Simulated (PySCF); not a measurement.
# How the method changes the constants of SnN

State: ²Π (doublet), unpaired electrons π ↑. Set-up: basis Sn cc-pVDZ-PP with ECP28, N cc-pVDZ; scalar-relativistic core potentials; PySCF 2.14. De refers to Sn + N in their high-spin ground configurations, without counterpoise correction. The functionals are run spin-unrestricted. A positive dipole means Sn(−)N(+). Levels whose curve was spin-contaminated or gave no clean fit are not listed.

| Level | Re (Å) | ωe (cm⁻¹) | De (eV) | μ (D) |
| --- | --- | --- | --- | --- |
| ROHF | 1.918 | 821 | -1.09 | -3.87 |
| ROHF-MP2 | 1.996 | 649 | 1.84 | n/a |
| ROHF-SCS-MP2 | 1.997 | 644 | 1.79 | n/a |
| ROHF-CCSD | 1.990 | 659 | 1.47 | n/a |
| ROHF-CCSD(T) | 2.014 | 618 | 1.81 | n/a |
| PBE | 1.995 | 667 | 3.03 | -2.83 |
| BP86 | 1.995 | 667 | 3.09 | -2.82 |

**Question.** What does second-order correlation do here, going from ROHF to ROHF-MP2?

**Answer.** ROHF-MP2 less ROHF: +7.8 pm in Re, -21.0 % in ωe, +2.93 eV in De. Correlation nearly always deepens the well. The bond lengthens, as in strong covalent bonds, where excitations into antibonding orbitals dominate.

**Question.** What does the triples do here, going from ROHF-CCSD to ROHF-CCSD(T)?

**Answer.** ROHF-CCSD(T) less ROHF-CCSD: +2.4 pm in Re, -6.2 % in ωe, +0.34 eV in De. Correlation nearly always deepens the well. The bond lengthens, as in strong covalent bonds, where excitations into antibonding orbitals dominate.

**Question.** What does all correlation do here, going from ROHF to ROHF-CCSD(T)?

**Answer.** ROHF-CCSD(T) less ROHF: +9.6 pm in Re, -24.7 % in ωe, +2.90 eV in De. Correlation nearly always deepens the well. The bond lengthens, as in strong covalent bonds, where excitations into antibonding orbitals dominate.

Correlated steps freeze 5 core orbitals. Correlated levels converge slowly with the basis: in double zeta they bind strong bonds too weakly, by up to about 1 eV, and carry superposition errors of some tenths. These are scalar-relativistic numbers at best; spin–orbit coupling would shift them, the dissociation energy most. UHF is strongly spin-contaminated for SnN, so the ROHF reference used there is far from stable. A negative De means that the minimum lies above the separated atoms at that level. The state was picked by a PBE0 search and need not be the measured ground state.

The whole job (state search and all levels along the bond) took about 1.7 min on 1 thread of Oxide Virtual Turin-like (shared host), peak memory 0.45 GiB.
